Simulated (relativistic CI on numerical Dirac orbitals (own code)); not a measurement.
## Sensitivity of the levels of W33+ to α and to the nuclear radius

Method of calculation: Dirac-Coulomb-Breit CI, KLI orbitals optimised for each configuration, derivatives by finite differences, unscaled Slater integrals, QED left out (own radial code, finite nucleus).

CI space (outside the closed core [Ar] 3d10): 4s2 4p6 4d5, 4s2 4p5 4d6, 4s2 4p4 4d7, 4s 4p6 4d6, 4p6 4d7, 4s 4p5 4d7, 4s2 4p6 4d4 5s, 4s2 4p6 4d3 5s2. Levels of other configurations are missing.

With x = (α/α₀)² − 1 an excitation energy changes as ω = ω₀ + qx; K = 2q/ω₀ is the relative enhancement. Terms are leading LS components, so labels can repeat. The field-shift factor is F = δν/δ⟨r²⟩ for the transition from the lowest level.

Lowest level 4s2 4p6 4d5 4P_5/2.

```
              Level  ω₀ (cm⁻¹)  q (cm⁻¹)     K  F (GHz/fm²)
 4s2 4p6 4d5 6S_5/2     103051    131000  2.54         3.84
 4s2 4p6 4d5 4G_7/2     144399    129100  1.79         3.83
 4s2 4p6 4d5 4D_3/2     145570    131400  1.81         3.42
4s2 4p6 4d5 2H_11/2     154692    129300  1.67         4.36
 4s2 4p6 4d5 4G_9/2     166638    134300  1.61         4.21
 4s2 4p6 4d5 4D_5/2     172755    141800  1.64         3.99
 4s2 4p6 4d5 4P_1/2     177315    149100  1.68         3.77
 4s2 4p6 4d5 2F_7/2     190502    133300   1.4         3.61
 4s2 4p6 4d5 2D_3/2     230542    157300  1.36         4.92
 4s2 4p6 4d5 2D_5/2     243368    257100  2.11         7.08
 4s2 4p6 4d5 4D_7/2     269789    268800  1.99         7.33
4s2 4p6 4d5 2I_11/2     278298    266700  1.92         8.09
 4s2 4p6 4d5 4G_9/2     281953    265600  1.88         7.53
 4s2 4p6 4d5 4D_1/2     286871    275100  1.92         7.28
 4s2 4p6 4d5 4P_3/2     291413    274000  1.88         7.58
4s2 4p6 4d5 2I_13/2     299135    267600  1.79         8.45
 4s2 4p6 4d5 2F_5/2     299485    269800   1.8         7.33
 4s2 4p6 4d5 2H_9/2     318892    270400   1.7         8.12
 4s2 4p6 4d5 2G_7/2     327197    270200  1.65         7.42
 4s2 4p6 4d5 4F_5/2     327869    271400  1.66         7.93
 4s2 4p6 4d5 2D_3/2     334565    262600  1.57         6.14
 4s2 4p6 4d5 4P_1/2     348022    270500  1.55         7.08
 4s2 4p6 4d5 2G_7/2     351305    274000  1.56         8.11
```

At this charge energies of transitions that change n are usually good to better than 1 %, and those within a shell (Δn = 0) to a few per cent. Terms inside the open d or f shell come out 10 to 20 % too wide with unscaled integrals.
